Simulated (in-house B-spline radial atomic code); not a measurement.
Ho⁺ is squeezed into an impenetrable sphere of radius R (the orbitals vanish at R). Computed with a radial B-spline atomic code at the basis-set limit: Dirac-Hartree-Fock, average of configuration, Fermi nucleus of rms radius 5.2022 fm.

Energies in eV above the free ion in [Xe] 4f11 6s1:

```json
{"R (bohr)": "9.75", "highest level (eV)": "-10.9", "[Xe] 4f11 6s1": "0.01671", "[Kr] 4d10 4f11 5s2 5p5 6s1 6f1": "41.24", "[Kr] 4d9 4f12 5s2 5p6 6s1": "166.9"}
{"R (bohr)": "6.5", "highest level (eV)": "-10.2", "[Xe] 4f11 6s1": "0.7043", "[Kr] 4d10 4f11 5s2 5p5 6s1 6f1": "54.54", "[Kr] 4d9 4f12 5s2 5p6 6s1": "167.5"}
{"R (bohr)": "4.73", "highest level (eV)": "-6.41", "[Xe] 4f11 6s1": "4.725", "[Kr] 4d10 4f11 5s2 5p5 6s1 6f1": "80.64", "[Kr] 4d9 4f12 5s2 5p6 6s1": "171.5"}
{"R (bohr)": "4.05", "highest level (eV)": "-1.19", "[Xe] 4f11 6s1": "10.64", "[Kr] 4d10 4f11 5s2 5p5 6s1 6f1": "104.4", "[Kr] 4d9 4f12 5s2 5p6 6s1": "177.4"}
{"R (bohr)": "3.54", "highest level (eV)": "7.15", "[Xe] 4f11 6s1": "21.27", "[Kr] 4d10 4f11 5s2 5p5 6s1 6f1": "136.2", "[Kr] 4d9 4f12 5s2 5p6 6s1": "187.9"}
{"R (bohr)": "2.94", "highest level (eV)": "29.2", "[Xe] 4f11 6s1": "55.3", "[Kr] 4d10 4f11 5s2 5p5 6s1 6f1": "211.3", "[Kr] 4d9 4f12 5s2 5p6 6s1": "221.7"}
{"R (bohr)": "2.75", "highest level (eV)": "41.7", "[Xe] 4f11 6s1": "77.8", "[Kr] 4d10 4f11 5s2 5p5 6s1 6f1": "252.9", "[Kr] 4d9 4f12 5s2 5p6 6s1": "244"}
{"R (bohr)": "2.19", "highest level (eV)": "115", "[Xe] 4f11 6s1": "241.4", "[Kr] 4d10 4f11 5s2 5p5 6s1 6f1": "504.4", "[Kr] 4d9 4f12 5s2 5p6 6s1": "407.2"}
{"R (bohr)": "1.92", "highest level (eV)": "190", "[Xe] 4f11 6s1": "450.4", "[Kr] 4d10 4f11 5s2 5p5 6s1 6f1": "784.4", "[Kr] 4d9 4f12 5s2 5p6 6s1": "616.4"}
{"R (bohr)": "1.25", "highest level (eV)": "807", "[Xe] 4f11 6s1": "2973", "[Kr] 4d10 4f11 5s2 5p5 6s1 6f1": "3680", "[Kr] 4d9 4f12 5s2 5p6 6s1": "3152"}
```

Does [Kr] 4d10 4f11 5s2 5p5 6s1 6f1 fall below [Xe] 4f11 6s1 under compression?

No, it stays above over the whole range.

Does [Kr] 4d9 4f12 5s2 5p6 6s1 fall below [Xe] 4f11 6s1 under compression?

No, it stays above over the whole range.

The highest level is first positive in the row R = 3.54 bohr, pushed up by confinement above the zero of the free ion's potential. Each configuration is held fixed and needn't be the lowest in the sphere.
